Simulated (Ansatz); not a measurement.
Ansatz results at the PBE0-D4/def2-TZVP geometry: size of the dipole moment (PBE/def2-TZVPP) 2.58 D; LUMO energy (ωB97M-V/def2-TZVPP) 0.33 eV; HOMO energy (PBE0/def2-TZVPP) -7.81 eV.

Each molecule was computed in one conformer, which needn't be the lowest.

Question: Which molecule gave them?
A. `[OH][GaH][F]`
B. `[OH][Ga]([Cl])[Cl]`
C. `C=[CH][GaH][F]`
D. `C[CH2][GaH][Cl]`

Answer: D. The others give `[OH][Ga]([Cl])[Cl]`: 1.40, 0.37, -9.41; `[OH][GaH][F]`: 3.20, 0.74, -9.37; `C=[CH][GaH][F]`: 2.74, 0.19, -8.44.
